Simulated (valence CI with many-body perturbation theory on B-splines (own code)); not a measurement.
# E1 line list for Ag XXXIV

Computed by configuration interaction combined with many-body perturbation theory (CI+MBPT): four valence electrons over a frozen Dirac-Fock core [Ne], radial functions for each j: 11 s, 11 p, 9 d, 7 f, 5 g, 2 h, 1 i, with the one-electron correlation potential Σ1, the two-electron term Σ2, the three-electron term Σ3, Breit, model QED; selected CI, second order for the rest (own B-spline code, finite nucleus).

The last digits are not significant, and no measured levels were compared; by estimate large intervals hold to a few tenths of a per cent, small ones and those within an open d or f shell to about a per cent.

Lines 201 to 235 of 235 in falling wavelength, among levels below 2694200 cm⁻¹, chosen from the strongest by gf and those to the six lowest levels. Wavelengths and rates use the calculated energies. Electric multipoles are in the length gauge, E1 and E2 with the static RPA response of the core. Weak lines are less certain than strong ones. Lines between different terms over intervals too small for the method are left out, as are lines whose strength nearly cancels. Where a level lies close to another of its J and parity, the split of strength between their lines is uncertain. The highest levels of a list are the least certain.

Levels are named by their leading jj configuration (3d3/2^4 stands for four electrons in 3d with j = 3/2), which in mixed levels can hold well under half, so a name can repeat and another be missing. Letters in brackets count levels of one name in rising energy.

```tsv
λ vac (nm)	Upper	Lower	A (s⁻¹)	S (a.u.) with core polarisation	S without
6.827	(3s 3p3/2^2 3d3/2) J=2	(3s 3p1/2 3p3/2^2) J=2 [a]	6.46e+10	5.07e-02	5.18e-02
6.818	(3s^2 3p3/2 3d3/2) J=0	(3s^2 3p1/2 3p3/2) J=1	2.33e+11	3.65e-02	3.73e-02
6.802	(3s^2 3p1/2 3d3/2) J=1	(3s^2 3p1/2^2) J=0	2.10e+11	9.78e-02	1.00e-01
6.782	(3s 3p3/2^2 3d3/2) J=1 [b]	(3s 3p1/2 3p3/2^2) J=2 [a]	4.91e+10	2.27e-02	2.32e-02
6.776	(3s 3p1/2 3p3/2 3d3/2) J=3 [b]	(3s 3p1/2^2 3p3/2) J=2	7.39e+08	7.95e-04	8.12e-04
6.758	(3s 3p1/2 3p3/2 3d5/2) J=2 [b]	(3s 3p1/2^2 3p3/2) J=2	3.72e+10	2.84e-02	2.90e-02
6.719	(3s 3p1/2 3p3/2 3d3/2) J=2 [e]	(3s 3p1/2^2 3p3/2) J=1	1.45e+11	1.08e-01	1.11e-01
6.710	(3s 3p1/2 3p3/2 3d3/2) J=1 [c]	(3s 3p1/2^2 3p3/2) J=2	1.52e+08	6.80e-05	6.95e-05
6.689	(3s 3p3/2^2 3d5/2) J=0	(3s 3p1/2^2 3p3/2) J=1	7.33e+10	1.08e-02	1.11e-02
6.549	(3s^2 3p3/2 3d5/2) J=1 [a]	(3s^2 3p1/2 3p3/2) J=2	1.28e+10	5.31e-03	5.43e-03
6.544	(3s 3p1/2 3p3/2^2) J=1 [b]	(3s^2 3p1/2^2) J=0	2.46e+10	1.02e-02	1.04e-02
6.492	(3s^2 3p3/2 3d5/2) J=2 [b]	(3s^2 3p1/2 3p3/2) J=2	1.14e+04	7.73e-09	1.61e-08
6.482	(3s 3p1/2 3p3/2 3d5/2) J=3 [c]	(3s 3p1/2^2 3p3/2) J=2	6.15e+10	5.78e-02	5.91e-02
6.430	(3s^2 3p3/2 3d5/2) J=3	(3s^2 3p1/2 3p3/2) J=2	2.01e+10	1.85e-02	1.89e-02
6.413	(3s 3p1/2 3p3/2 3d3/2) J=1 [d]	(3s 3p1/2^2 3p3/2) J=2	2.97e+08	1.16e-04	1.19e-04
6.372	(3s^2 3p3/2 3d5/2) J=1 [a]	(3s^2 3p1/2 3p3/2) J=1	1.66e+09	6.36e-04	6.49e-04
6.344	(3s 3p1/2 3p3/2 3d5/2) J=3 [d]	(3s 3p1/2^2 3p3/2) J=2	3.09e+07	2.72e-05	2.84e-05
6.318	(3s^2 3p3/2 3d5/2) J=2 [b]	(3s^2 3p1/2 3p3/2) J=1	2.02e+09	1.26e-03	1.28e-03
6.300	(3s 3p1/2 3p3/2 3d5/2) J=1 [b]	(3s 3p1/2^2 3p3/2) J=2	2.82e+09	1.04e-03	1.07e-03
6.224	(3s 3p3/2^2 3d3/2) J=1 [b]	(3s 3p1/2^2 3p3/2) J=1	1.73e+10	6.18e-03	6.32e-03
6.156	(3s 3p1/2 3p3/2 3d3/2) J=2 [e]	(3s 3p1/2^2 3p3/2) J=2	1.66e+09	9.54e-04	9.76e-04
6.093	(3s 3p1/2 3p3/2 3d5/2) J=2 [c]	(3s 3p1/2^2 3p3/2) J=2	3.10e+06	1.73e-06	1.76e-06
6.088	(3s 3p1/2 3p3/2 3d5/2) J=1 [c]	(3s 3p1/2^2 3p3/2) J=2	2.94e+08	9.81e-05	1.00e-04
6.081	(3s^2 3p3/2 3d5/2) J=1 [b]	(3s^2 3p1/2 3p3/2) J=2	4.85e+04	1.62e-08	2.40e-08
6.037	(3s 3p1/2 3p3/2 3d5/2) J=3 [e]	(3s 3p1/2^2 3p3/2) J=2	9.76e+09	7.42e-03	7.57e-03
5.960	(3s 3p1/2 3p3/2 3d5/2) J=2 [d]	(3s 3p1/2^2 3p3/2) J=2	1.89e+08	9.85e-05	1.01e-04
5.928	(3s^2 3p3/2 3d5/2) J=1 [b]	(3s^2 3p1/2 3p3/2) J=1	1.81e+09	5.58e-04	5.70e-04
5.926	(3s 3p1/2 3p3/2 3d5/2) J=2 [e]	(3s 3p1/2^2 3p3/2) J=2	5.11e+09	2.62e-03	2.68e-03
5.892	(3s 3p3/2^2 3d3/2) J=1 [a]	(3s 3p1/2^2 3p3/2) J=2	4.24e+08	1.28e-04	1.31e-04
5.834	(3s 3p3/2^2 3d3/2) J=3	(3s 3p1/2^2 3p3/2) J=2	1.85e+08	1.27e-04	1.30e-04
5.771	(3s 3p3/2^2 3d3/2) J=2	(3s 3p1/2^2 3p3/2) J=2	6.67e+09	3.16e-03	3.24e-03
5.740	(3s^2 3p3/2 3d3/2) J=1	(3s^2 3p1/2^2) J=0	4.27e+07	1.20e-05	1.23e-05
5.738	(3s 3p3/2^2 3d3/2) J=1 [b]	(3s 3p1/2^2 3p3/2) J=2	3.94e+09	1.10e-03	1.13e-03
5.368	(3s^2 3p3/2 3d5/2) J=1 [a]	(3s^2 3p1/2^2) J=0	5.57e+08	1.28e-04	1.31e-04
5.050	(3s^2 3p3/2 3d5/2) J=1 [b]	(3s^2 3p1/2^2) J=0	1.06e+09	2.02e-04	2.07e-04
```
